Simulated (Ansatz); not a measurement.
Geometry optimisation, RKS revPBE/def2-SVP (Ansatz).

Input file:

```yaml
crystal:
  periodic: [false, false, false]
  atoms:
    - { symbol: Si, position_ang: [-0.7592, 1.4008, -0.1275] }
    - { symbol: Si, position_ang: [0.0848, -0.1827, 1.1042] }
    - { symbol: As, position_ang: [1.7131, -1.2817, -0.1058] }
    - { symbol: S, position_ang: [0.3786, -1.8794, -1.7324] }
    - { symbol: H, position_ang: [-1.4299, 0.8533, -1.3525] }
    - { symbol: H, position_ang: [-1.825, 2.175, 0.6456] }
    - { symbol: H, position_ang: [0.2758, 2.3854, -0.5431] }
    - { symbol: H, position_ang: [-0.9172, -1.1209, 1.4896] }
    - { symbol: H, position_ang: [0.6853, 0.4341, 2.3531] }
    - { symbol: H, position_ang: [2.166, 0.0237, -0.8207] }
    - { symbol: H, position_ang: [-0.3069, -2.8645, -0.8899] }
basis:
  gaussian: { orbitals: def2-SVP }
hamiltonian:
  xc: revpbe
relax:
  f_tol: 0.02
  max_steps: 50
```

Launched with:

```bash
$ ansatz run input.yaml --threads 2 --pin off --max-ram 3072MiB --backend cpu --events-out ev --progress --plain --runs-dir out
```

**Question.** Where does it end, and by what steps?

**Answer.** The forces met the threshold. The force dipped under the threshold on the way, but the program's further checks kept it going. After 15 steps the energy has fallen by 0.691 eV; H11 moved furthest, 1.05 Å.

```csv
step,energy less start (eV),largest force component (eV/Å),accepted
0,0.0000,2.205,yes
1,-0.6029,0.530,yes
2,-0.6396,0.185,yes
3,-0.6565,0.127,yes
4,-0.6734,0.119,yes
5,-0.6668,0.747,no
6,-0.6821,0.096,yes
7,-0.6840,0.327,yes
8,-0.6887,0.021,yes
9,-0.6888,0.019,yes
10,-0.6893,0.074,yes
11,-0.6896,0.077,yes
12,-0.6900,0.065,yes
13,-0.6904,0.007,yes
14,-0.6905,0.007,yes
15,-0.6905,0.014,yes
```

```xyz
11
Properties=species:S:1:pos:R:3
Si -0.919 1.632 -0.121
Si 0.061 -0.072 1.195
As 1.608 -1.522 0.027
S 0.217 -2.009 -1.745
H -1.678 1.041 -1.278
H -1.867 2.457 0.714
H 0.165 2.535 -0.652
H -0.993 -0.974 1.785
H 0.829 0.551 2.338
H 2.309 -0.341 -0.681
H 0.334 -3.355 -1.561
```

Time of the run: 42 s on 2 threads of Arm Neoverse V2, on a shared host, peak memory 0.17 GiB.
